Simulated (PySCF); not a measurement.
**Fe²⁺: excitation energy**

Fe²⁺ [Ar] 3d6 (5D) → Fe²⁺ [Ar] 3d5 4s1 (7S), as a difference of total energies. Computed with PySCF 2.14 in aug-cc-pwCVTZ-DK (10s9p7d4f3g, 127 functions), with the spin-free X2C one-electron Hamiltonian (Gaussian nucleus). Correlated levels: valence: [Ar] frozen; valence and next inner shell: [Ne] frozen; nothing frozen. The calculations carry no spin-orbit coupling.

```csv
method,excitation energy (eV)
UHF,2.265
LDA,3.852
PBE,3.888
PBE0,3.730
r2SCAN,3.470
wB97M-V,4.057
B97-3,4.087
BP86,4.067
MP2 (valence),3.520
SCS-MP2 (valence),4.064
MP2 (valence and next inner shell),3.635
SCS-MP2 (valence and next inner shell),3.926
MP2 (all electrons),3.657
SCS-MP2 (all electrons),3.933
```

Task: How much does correlation contribute at MP2 (all electrons)?

Result: 3.657 − (2.265) = 1.392 eV, measured against UHF.

A first-order spin-orbit estimate (lowest level to lowest level, LS coupling) adds 0.060 eV.
